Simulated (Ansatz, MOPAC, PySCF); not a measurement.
Complex: H3NSe (SMILES N[SeH]) (first 5 atoms) with HF (SMILES F); geometry from B3LYP-D3(BJ)/def2-TZVP, rigid monomers moved along the line of their centres of mass till N1···H7 is 1.55 Å.
(charge 0, multiplicity 1):
```xyz
7

N     -1.001     0.600     0.760
Se    -0.201    -0.947     0.049
H     -0.826     1.398     0.160
H     -2.001     0.468     0.859
H     -0.929    -0.997    -1.240
F      0.059     0.949     3.004
H     -0.338     0.805     2.145
```

Counterpoise-corrected where a basis set is named; no monomer relaxation. Rows marked so take none.

Cores are frozen in the correlated methods. Filled d and f shells under p-block atoms count as core. Rows in 3-21G, 6-31G* carry no dispersion term and start afresh at each structure (6-31G* with six Cartesian d functions); the Pople sets are all-electron and without relativity. The state reached by PM3, PM7 isn't checked; PM7 holds dispersion and hydrogen-bond terms.

The values were computed with Ansatz (a program for electronic structure); MOPAC for PM3, PM7 (differences of heats of formation); PySCF for 3-21G rows, 6-31G* rows, the dispersion terms. 

```json
[
 {"level": "PM3", "interaction energy (kcal/mol)": "1.75"},
 {"level": "PM7", "interaction energy (kcal/mol)": "-0.59"},
 {"level": "B3LYP/3-21G (no counterpoise)", "interaction energy (kcal/mol)": "-15.99"},
 {"level": "B3LYP/6-31G* (no counterpoise)", "interaction energy (kcal/mol)": "-10.72"},
 {"level": "PBE0/def2-TZVPPD", "interaction energy (kcal/mol)": "-10.83"},
 {"level": "PBE0-D4/def2-TZVPPD", "interaction energy (kcal/mol)": "-11.45"},
 {"level": "wB97X-V/def2-TZVPPD", "interaction energy (kcal/mol)": "-10.48"},
 {"level": "MP2/aug-cc-pVDZ", "interaction energy (kcal/mol)": "?"},
 {"level": "SCS-MP2/aug-cc-pVDZ", "interaction energy (kcal/mol)": "?"}
]
```

What belongs in the gaps?


- MP2/aug-cc-pVDZ, interaction energy (kcal/mol): -8.54
- SCS-MP2/aug-cc-pVDZ, interaction energy (kcal/mol): -7.43
